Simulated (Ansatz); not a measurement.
Compare A (`CNBCl`) with its isomer B (`CB(N)Cl`).

Computed with Ansatz on PBE0-D4/def2-TZVP structures; ΔE is electronic, products minus reactants. CCSD(T)/CBS adds triple-zeta CCSD(T) − MP2 to the extrapolated MP2 energy (def2 sets, frozen cores). This one scheme is used for every species. DFT in def2-TZVPP. B3LYP here is the variant with VWN-RPA as its local correlation; programs differ in this. Each species was taken in one conformer, which may not be the lowest.

A:

```xyz
9

C     0.306    0.347   -1.103
N     0.210    0.280    0.336
B    -0.531   -0.636    1.057
Cl   -0.528   -0.564    2.827
H    -0.057    1.307   -1.483
H     1.337    0.212   -1.442
H    -0.302   -0.444   -1.540
H     0.743    0.977    0.833
H    -1.177   -1.478    0.516
```

B:

Z-matrix (Å, degrees):
```
C
B 1 1.563
H 1 1.094 2 110.4
H 1 1.093 2 113.2 3 -121.5
H 1 1.094 2 110.4 3 117.0
N 2 1.389 1 124.0 3 121.5
Cl 2 1.786 1 119.1 3 -58.5
H 6 1.005 2 123.0 1 180.0
H 6 1.005 2 122.4 1 0.0
```

Q: Which isomer does CCSD(T)/CBS put lower? Give the gap. (Best estimate.)

A: Ansatz gave: B, by 78.4 kJ/mol.

Q: Give E(B) − E(A) in kJ/mol with BLYP-D4, CCSD(T)/def2-TZVPP, B3LYP-D4, LDA (SPW92), MP2/def2-TZVPP, r2SCAN-D4, B3LYP. (Estimate.)

A: Ansatz gave: BLYP-D4 -73.6, CCSD(T)/def2-TZVPP -76.5, B3LYP-D4 -75.6, LDA (SPW92) -77.7, MP2/def2-TZVPP -80.1, r2SCAN-D4 -81.7, B3LYP -74.0. None reverses the order clearly.

Q: Does the order hold for the free energy at 298.15 K (harmonic terms from PBE0-D4)? (An estimate is asked.)

A: The calculation gave: Yes: G(B) − G(A) = -79.5 kJ/mol, for one conformer each.

Largest T1 diagnostic: 0.011.

In def2-TZVPP, CCSD(T) changes the Hartree–Fock value by −3.4 kJ/mol (the triples alone add +0.1 kJ/mol) and MP2 by −7.1 kJ/mol. From BLYP to BHLYP (50 % exact exchange), in def2-TZVPP and without D4, E(B) − E(A) moves by −4.0 kJ/mol.
